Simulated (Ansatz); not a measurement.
Relaxation of CH7B2N (11 atoms, charge 0, multiplicity 1), to a largest force component of 0.015 eV/Å in at most 40 steps.

Level of theory: Ansatz 0.2.0, RKS B3LYP-D4/def2-SVP.

```xyz
11
Properties=species:S:1:pos:R:3:forces:R:3
C -0.614 1.713 0.259 -2.31 1.40 -0.11
B -0.654 0.168 0.286 0.81 0.92 -0.13
B 0.554 -0.675 -0.439 1.23 -3.30 -0.22
N 0.657 -2.188 -0.405 -1.26 3.38 2.65
H -1.561 2.128 0.756 1.20 -0.13 -0.35
H -0.683 2.120 -0.808 0.48 -0.48 0.91
H 0.273 2.153 0.752 0.05 -0.06 -0.23
H -1.485 -0.396 0.820 -1.69 -0.83 0.96
H 1.456 -0.075 -0.937 0.29 0.08 -0.91
H 1.444 -2.517 -0.879 1.83 -0.94 -0.78
H 0.680 -2.490 0.617 -0.63 -0.05 -1.80
```

Where does it end, and by what steps?

The run converged. After 16 steps the energy has fallen by 1.317 eV; H8 moved furthest, 1.26 Å.

```csv
step,energy less start (eV),largest force component (eV/Å),accepted
0,0.0000,3.378,yes
1,-0.7307,2.303,yes
2,-1.0321,1.416,yes
3,-1.1673,0.406,yes
4,-1.2013,0.247,yes
5,-1.2229,0.108,yes
6,-1.2389,0.330,yes
7,-1.2506,0.473,yes
8,-1.2645,0.473,yes
9,-1.2889,0.306,yes
10,-1.2935,0.241,yes
11,-1.3045,0.195,yes
12,-1.3146,0.058,yes
13,-1.3159,0.061,yes
14,-1.3163,0.071,yes
15,-1.3166,0.026,yes
16,-1.3167,0.011,yes
```

```xyz
11
Properties=species:S:1:pos:R:3
C -0.556 1.621 0.510
B -0.794 0.201 -0.122
B 0.429 -0.817 -0.684
N 1.064 -1.838 0.027
H -1.315 1.911 1.255
H -0.702 2.324 -0.339
H 0.452 1.813 0.909
H -1.956 -0.108 -0.312
H 0.806 -0.656 -1.833
H 1.790 -2.422 -0.374
H 0.848 -2.085 0.986
```

The run took 58 s on 1 thread of Arm Neoverse V1, on a shared host, peak memory 0.16 GiB.
